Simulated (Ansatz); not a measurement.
Cartesian coordinates in Å:
```
Ge 0.884 -1.050 0.300
Ge 0.431 1.333 0.104
Ge -1.315 -0.283 -0.404
H 1.036 -1.654 1.700
H 1.797 -1.710 -0.739
H 0.311 2.164 1.386
H 1.071 2.108 -1.053
H -2.488 -0.426 0.573
H -1.728 -0.482 -1.866
```

Total charge 0; spin multiplicity 1.

Question: List the PBE/def2-TZVPP orbital energies in eV (Ansatz). (An estimate is asked.)

Answer: The calculation gave: Occupied: -10804.46, -10804.46, -10804.46, -1337.84, -1337.84, -1337.84, -1191.25, -1191.25, -1191.25, -1191.25, -1191.25, -1191.25, -1191.24, -1191.24, -1191.24, -162.39, -162.39, -162.39, -113.84, -113.83, -113.83, -113.82, -113.82, -113.82, -113.79, -113.79, -113.79, -29.78, -29.73, -29.73, -29.73, -29.64, -29.64, -29.64, -29.58, -29.58, -29.56, -29.56, -29.53, -29.52, -29.52, -29.46, -15.17, -12.50, -12.50, -9.18, -8.78, -8.32, -8.32, -5.81, -5.81. Lowest empty: -1.19, -1.09, -1.09, -0.57, -0.28, 1.23, 1.23, 2.03.
